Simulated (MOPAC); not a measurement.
MOPAC input (AM1):

```
AM1 PRECISE GNORM=0.05 LET XYZ GEO-OK AUX(PRECISION=9) THREADS=1
H5ClSi2

Si   -1.83888400 1   -0.35200200 1    0.13559700 1
Si    0.47192500 1   -0.72337600 1    0.04848400 1
Cl    1.42908100 1    1.10583800 1   -0.19056200 1
H    -2.28730600 1    0.28706700 1   -1.12320000 1
H    -2.54461700 1   -1.64589200 1    0.30623900 1
H    -2.15718400 1    0.53302400 1    1.27992100 1
H     0.98082600 1   -1.33668700 1    1.29559400 1
H     0.85132200 1   -1.58147800 1   -1.09612700 1
```

From the output:

```
                                                       MOPAC v23.2.5 Linux

          FINAL HEAT OF FORMATION =        -25.71865 KCAL/MOL =    -107.60684 KJ/MOL

          COSMO AREA              =        136.00 SQUARE ANGSTROMS
          COSMO VOLUME            =        130.44 CUBIC ANGSTROMS

          GRADIENT NORM           =          0.03016          =       0.01066 PER ATOM
          IONIZATION POTENTIAL    =         10.415889 EV
          HOMO LUMO ENERGIES (EV) =        -10.416 -1.400
          NO. OF FILLED LEVELS    =         10
          MOLECULAR WEIGHT        =         96.6635         POINT GROUP:  Cs

          MOLECULAR DIMENSIONS (Angstroms)

            Atom       Atom       Distance
            H     5   Cl     3     4.95596
            H     8    H     6     4.07307
            H     4    H     7     3.86904

          SCF CALCULATIONS        =         21

   ATOM   CHEMICAL          X               Y               Z
  NUMBER   SYMBOL      (ANGSTROMS)     (ANGSTROMS)     (ANGSTROMS)

     1      Si         -1.91059004  *  -0.37665405  *   0.14200209  *
     2      Si          0.49937093  *  -0.67154472  *   0.04169363  *
     3      Cl          1.52326326  *   1.10434356  *  -0.19550943  *
     4       H         -2.38976456  *   0.23753978  *  -1.10075461  *
     5       H         -2.53685752  *  -1.69223672  *   0.31056191  *
     6       H         -2.26090731  *   0.48110940  *   1.27902469  *
     7       H          0.91682728  *  -1.33149333  *   1.28474763  *
     8       H          0.78879994  *  -1.57349460  *  -1.07977631  *

                             CARTESIAN COORDINATES

   1   Si       -1.910590043    -0.376654052     0.142002095
   2   Si        0.499370927    -0.671544720     0.041693628
   3   Cl        1.523263263     1.104343563    -0.195509431
   4    H       -2.389764564     0.237539776    -1.100754606
   5    H       -2.536857518    -1.692236718     0.310561915
   6    H       -2.260907314     0.481109398     1.279024690
   7    H        0.916827281    -1.331493327     1.284747628
   8    H        0.788799937    -1.573494596    -1.079776314

           Empirical Formula: H5 Si2 Cl  =     8 atoms

      MOLECULAR POINT GROUP   :   Cs

                  EIGENVALUES
 -36.96044 -16.79985 -15.86593 -14.26006 -14.19270 -13.11429 -12.58204 -12.51292
 -11.50084 -10.41589  -1.39983  -0.54709   0.91050   1.23336   1.30605   1.37033
   1.90770

              NET ATOMIC CHARGES AND DIPOLE CONTRIBUTIONS

  ATOM NO.   TYPE          CHARGE      No. of ELECS.   s-Pop       p-Pop
    1         Si           0.315065        3.6849     0.90625     2.77868
    2         Si           0.534108        3.4659     0.88865     2.57724
    3         Cl          -0.264260        7.2643     1.97951     5.28475
    4          H          -0.106816        1.1068     1.10682
    5          H          -0.109799        1.1098     1.10980
    6          H          -0.106815        1.1068     1.10681
    7          H          -0.130741        1.1307     1.13074
    8          H          -0.130742        1.1307     1.13074
 DIPOLE           X         Y         Z       TOTAL
 POINT-CHG.    -0.891    -1.347     0.186     1.625
 HYBRID         0.068     0.124    -0.016     0.143
 SUM           -0.822    -1.222     0.170     1.483

          ATOMIC ORBITAL ELECTRON POPULATIONS

     Atom    s        px        py        pz
    1 Si   0.90625   0.97503   0.90011   0.90355
    2 Si   0.88865   0.93635   0.75328   0.88761
    3 Cl   1.97951   1.80860   1.50988   1.96627
    4  H   1.10682
    5  H   1.10980
    6  H   1.10681
    7  H   1.13074
    8  H   1.13074

 **********************
 *                    *
 * JOB ENDED NORMALLY *
 *                    *
 **********************

 == MOPAC DONE ==
```

The geometry given is a B3LYP-D3(BJ)/def2-TZVP minimum.
